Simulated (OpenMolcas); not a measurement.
Ni4+ among 6 point charges of -1.1 e arranged as a trigonal antiprism (D3d), 1.82 Å from the ion, with a polar angle of 58.0° against the regular 54.74°.
```
   0.0000    1.5438    0.9639  -1.10
  -1.3370   -0.7719    0.9639  -1.10
   1.3370   -0.7719    0.9639  -1.10
   0.0000   -1.5438   -0.9639  -1.10
   1.3370    0.7719   -0.9639  -1.10
  -1.3370    0.7719   -0.9639  -1.10
```

| Property | Result |
| --- | --- |
| Program | OpenMolcas 26.06 |
| Method | SS-CASPT2, IPEA 0.25 Eh, imaginary shift 0.1 Eh (closed shells correlated: 3s 3p) |
| Basis | ANO-RCC-VTZP [6s5p3d2f1g] |
| Scalar Hamiltonian | DKH2, point nucleus |
| Active space | 6 electrons in 5 orbitals (3d) |
| State averaging | 2S+1 = 5 even, 5 roots; 2S+1 = 3 even, 45 roots; 2S+1 = 1 even, 50 roots |
| Spin-orbit coupling | RASSI with atomic mean-field integrals over the reference wave functions |

Q: What is the spin-free ground state (labels of D3, the rotations of D3d)?

A: 5A1, 1-fold in its orbital part, 100 % from free-ion D terms; it has the highest spin that d6 allows.

Q: Where is the first state of the same spin?

A: 5E at 659 cm-1 above the ground state.

Q: What are the lowest two levels with spin-orbit coupling?

A: A 1-fold level A1, then a 2-fold level E 50 cm-1 above it. Their leading multiplicities are 5 (100 %) and 5 (100 %).

Q: What is χT at 300 K, and how does it compare with the textbook value?

A: The lowest level has 2S+1 = 5, for which the spin-only value is χT = S(S+1) / 2 = 3.000 cm3 K/mol (g = 2). The computed 4.921 at 300 K differs by +1.921, through orbital momentum, spin-orbit coupling and any other state in reach.

Roots that are degenerate in the reference are averaged as groups; the widest CASPT2 spread within a group is 69 cm-1 (the 2-fold group of multiplicity 1 near 80600 cm-1 above the lowest state of its run). Shifts and gaps below about the spread of the groups concerned are not significant. Point charges give a weaker field than real ligands, and real ions of this kind are often low spin; the high spin found here belongs to the model. The ground term spreads over less than 5000 cm-1, several times less than with real ligands, so orbital moments are less quenched and χT lies further from the spin-only value than at real sites. Free-ion shares, where given, are those of the reference states; single-state CASPT2 does not remix them. This is an electrostatic model: the charges have no orbitals. No measured value stands beside these numbers.
